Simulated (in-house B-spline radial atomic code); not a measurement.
A run on neutral neon (an excited or competing configuration) that did not converge. Method: non-relativistic PBE0, spin-polarised, spherical fractional occupations, point nucleus; computed with a B-spline radial code for spherical atoms. In the input, 2p2,3 would mean two up and three down electrons.

Command:
```bash
python run_scf.py task.json out
```
Settings:
```
Z                10
configuration    1s2 2s1,0 2p6 3d1,0
hamiltonian      nr
method           pbe0
spin_polarised   True
```

First and last ten iterations of the last attempt (damped for 15 steps, keeping 80 % of the old Fock matrix, then DIIS):
```
 iter        energy (Eh)    residual
    1        -126.589254    1.80e-01
    2        -126.934440    1.01e-01
    3        -127.084368    6.69e-02
    4        -127.156411    4.40e-02
    5        -127.189742    2.92e-02
    6        -127.204719    1.93e-02
    7        -127.211307    1.27e-02
    8        -127.214164    8.39e-03
    9        -127.215391    5.59e-03
   10        -127.215915    3.74e-03
  111        -127.216310    1.25e-07
  112        -127.216310    4.67e-07
  113        -127.216310    3.73e-07
  114        -127.216310    1.76e-07
  115        -127.216310    1.69e-07
  116        -127.216310    1.31e-07
  117        -127.216310    1.39e-07
  118        -127.216310    3.55e-07
  119        -127.216310    1.71e-07
  120        -127.216310    1.27e-07
 not converged after 120 iterations
```

The smallest residual met was 1.1e-07; the threshold is about 1e-07. Over the last five steps the energy moves by less than 1e-08 hartree, but the orbitals didn't meet the threshold. Time taken, with all properties: 5.9 s on 1 thread of Intel(R) Xeon(R) Platinum 8175M CPU @ 2.50GHz, on a shared host.
